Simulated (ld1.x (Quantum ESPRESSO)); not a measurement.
oxygen, TM semilocal: configuration errors across variants

```json
{"Element": "oxygen (O)", "Generator": "ld1.x (Quantum ESPRESSO) 7.5", "Type": "norm-conserving Troullier–Martins (semilocal form)", "Functional": "PBE", "Relativity": "non-relativistic", "Frozen core": "[He]", "Valence charge": "6", "Reference configuration": "2s1.75 2p4.25", "Partial waves": "2p (bound): rc 1.95 bohr; 3d channel at -0.15 Ry: rc 1.95 bohr; 2s (bound): rc 0.90 bohr", "Local potential": "the s channel", "Core correction": "none"}
```

All-electron excitation energies from the reference (eV): (1) 2s2 2p4 -3.721; (2) 2s2 2p3 12.719; (3) 2s2 2p2 46.312; (4) 2s1 2p5 11.176; (5) 2s2 2p4.3 -5.845; (6) 2s0 2p6 26.108; (7) 2s2 2p0 177.086.

In the semilocal form every listed channel keeps its own potential, so the choice of the local channel does not act on these tests. It acts once the file is put into the separable form.

A semilocal file is local in each channel, so a ghost entry of none says nothing of the separable form that plane-wave codes build from it.

2 further variants failed, have other tests or another functional or relativity, and are left out.

Errors AE − PS in meV (a dash: test not solved or not reliable):

```csv
change,(1),(2),(3),(4),(5),(6),(7),bound ghosts
base,-0.2,+65,+522,-1.6,-9.5,-17,+6069,none
wave 3d channel at -0.15 Ry: rc 1.95 bohr becomes 3d channel at 0.19 Ry: rc 1.95 bohr,-0.2,+65,+522,-1.6,-9.5,-17,+6069,none
core correction a·sin(br)/r model core inside 0.94 bohr,-0.2,+65,+522,-1.5,-9.5,-16,+6067,none
local potential the d channel,-0.2,+65,+522,-1.6,-9.5,-17,+6070,none
"all radii scaled by about 1.29 (s 1.16, p 2.52, d 2.52 bohr)",-3.7,+214,+1437,-28,-25,-139,+12656,none
wave 2p (bound): rc 1.95 bohr becomes 2p (bound): rc 2.60 bohr,-4.3,+232,+1547,-37,-27,-210,+13359,none
wave 3d channel at -0.15 Ry: rc 1.95 bohr becomes 3d channel at -0.15 Ry: rc 2.52 bohr,-0.2,+65,+522,-1.6,-9.5,-17,+6069,none
```

Question: Give the same row for: wave 2s (bound): rc 0.90 bohr becomes 2s (bound): rc 1.20 bohr.

Answer: +0.5, +75, +568, +8.1, -9.3, +34, +6346; bound ghosts: none.
